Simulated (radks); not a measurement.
The numbers below are computed, except where a source is named.
Problem. The mean radii <r> (bohr) of the occupied orbitals of an atom or ion are listed with their occupations. Code: a radial shooting solver on a logarithmic mesh with Libxc functionals. Model: Dirac Kohn-Sham, BLYP, spin-unpolarised, spherical densities, finite nucleus; Fermi nuclear charge, rms radius of each element as measured or else 0.836 A^(1/3) + 0.57 fm.

| orbital | occ. | <r> |
|---|---|---|
| 1s1/2 | 2 | 0.1202 |
| 2s1/2 | 2 | 0.6265 |
| 2p1/2 | 2 | 0.6017 |
| 2p3/2 | 4 | 0.6040 |
| 3s1/2 | 2 | 2.371 |

Name the element and its charge. Open shells, if any, fill j = l - 1/2 first.

Solution. Z = 13, aluminium, charge +1: Al+ in [Ne] 3s2. The 1s radius gives Z: for a bare nucleus <r> = (2 gamma + 1)/(2Z) with gamma = sqrt(1 - (Z/c)^2), 0.115 bohr for Z = 13, and screening makes it slightly larger (0.1202 here). The occupations add up to 12, and the charge is Z minus that.
